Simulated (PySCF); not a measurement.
A geometry optimisation on `N[C@@H]1CCOC[C@@H]1F`.

Method: PBE0-D3(BJ)/def2-SVP geometry optimisation, gas phase (PySCF 2.14.0). Start geometry: GFN2-xTB. The input is one job of a driver script: a line of settings, then coordinates in Å.

Input:
```
{"job": {"xc": "PBE0", "basis": "def2-SVP", "d3": "d3bj", "grid": 1, "kind": "geom"}, "charge": 0, "multiplicity": 1}
N      1.089524    -0.341840    -1.344748
C      0.876815    -0.555003     0.078542
C     -0.443824    -1.303732     0.299814
C     -1.611224    -0.431033    -0.163693
O     -1.638938     0.809097     0.510592
C     -0.474656     1.555338     0.264704
C      0.755361     0.803870     0.778809
F      1.891095     1.556310     0.548090
H      1.875649     0.283417    -1.487261
H      1.299111    -1.220123    -1.805059
H      1.703224    -1.117396     0.553571
H     -0.439943    -2.236958    -0.263612
H     -0.554956    -1.533509     1.360561
H     -1.525540    -0.263561    -1.245892
H     -2.566276    -0.909167     0.059216
H     -0.589092     2.504845     0.791085
H     -0.347676     1.739938    -0.811388
H      0.692587     0.665824     1.865013
```

Output:
```
step   0  E = -425.58730458  max force = 0.016068
step   1  E = -425.58653448  max force = 0.008442
step   2  E = -425.58797432  max force = 0.002923
step   3  E = -425.58830424  max force = 0.001236
step   4  E = -425.58846831  max force = 0.000975
step   5  E = -425.58853139  max force = 0.000892
step   6  E = -425.58855321  max force = 0.000513
step   7  E = -425.58855745  max force = 0.000252
optimisation converged
```

Energies in Eh; «max force» is the largest Cartesian gradient component in Eh/bohr.

Task: Give the first gradient maximum in eV/Å.

Result: With 1 Eh/bohr = 51.422 eV/Å, 0.826 eV/Å.

Task: How much energy does the optimisation release, in kJ/mol?

Result: E(step 0) − E(last step) = 0.001253 Eh, which is 3.3 kJ/mol.

Main results: final energy -425.58856 Eh after 7 steps; dipole 2.28 D.

Task: Where do the atoms end?

Result: 0.039 Å rms from the input after alignment:
```
atom  x, y, z in Å
N1     1.6852    0.0474   -0.5535
C2     0.8321    0.1223    0.6160
C3    -0.0058   -1.1509    0.7505
C4    -1.0004   -1.2678   -0.3943
O5    -1.8284   -0.1309   -0.4644
C6    -1.1014    1.0442   -0.6993
C7    -0.1274    1.2926    0.4414
F8     0.5913    2.4437    0.1816
H9     2.1587    0.9389   -0.6854
H10    2.4053   -0.6595   -0.4265
H11    1.3934    0.2880    1.5602
H12    0.6535   -2.0347    0.7788
H13   -0.5541   -1.1276    1.7067
H14   -0.4560   -1.4044   -1.3477
H15   -1.6665   -2.1310   -0.2492
H16   -1.8206    1.8733   -0.7689
H17   -0.5327    0.9877   -1.6463
H18   -0.6912    1.4450    1.3778
```

The run took 80 s wall on Arm Neoverse V1, one thread (shared host), and the process peaked at 0.72 GiB of memory.
Labels such as C1 count atoms from 1, the log's own numbers from 0.
